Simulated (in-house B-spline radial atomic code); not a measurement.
A run on the iron ion Fe²⁺ (an excited or competing configuration) that did not converge. Method: scalar-relativistic (X2C) wB97X, spin-polarised, spherical fractional occupations, exact exchange averaged over the configuration, Fermi nucleus of rms radius 3.7377 fm; computed with an all-electron radial atomic-structure program (B-spline basis).

Command:
```bash
python run_scf.py task.json out
```
Settings (nuclear radius in fm, mass in u):
```
Z                26
configuration    [Ar] 3d5 4f1
hamiltonian      x2c
method           wb97x
spin_polarised   True
nucleus          fermi
rms_radius       3.7377
atomic_mass      55.93494
speed_of_light   137.035999084
exact_exchange   averaged over the configuration
```

First and last ten iterations of the last attempt (damped for 15 steps, keeping 80 % of the old Fock matrix, then DIIS):
```
 iter        energy (Eh)    residual
    1       -1258.475252    4.82e-01
    2       -1265.381242    4.86e-01
    3       -1268.084104    3.49e-01
    4       -1269.503345    2.45e-01
    5       -1270.230898    1.66e-01
    6       -1270.594105    1.09e-01
    7       -1270.770894    7.37e-02
    8       -1270.855296    5.19e-02
    9       -1270.895132    3.67e-02
   10       -1270.913948    2.65e-02
  111       -1270.933027    3.67e-06
  112       -1270.933027    5.01e-06
  113       -1270.933027    4.11e-06
  114       -1270.933027    5.47e-06
  115       -1270.933027    9.14e-06
  116       -1270.933027    5.71e-06
  117       -1270.933027    6.31e-06
  118       -1270.933027    9.04e-06
  119       -1270.933027    1.09e-04
  120       -1270.933027    4.16e-06
 not converged after 120 iterations
```

The smallest residual met was 2.7e-06; the threshold is about 3e-07. Over the last five steps the energy moves by less than 1e-08 hartree, but the orbitals didn't meet the threshold. Cost of the run: 26 s on 1 thread of Arm Neoverse N1, with other jobs on the host.
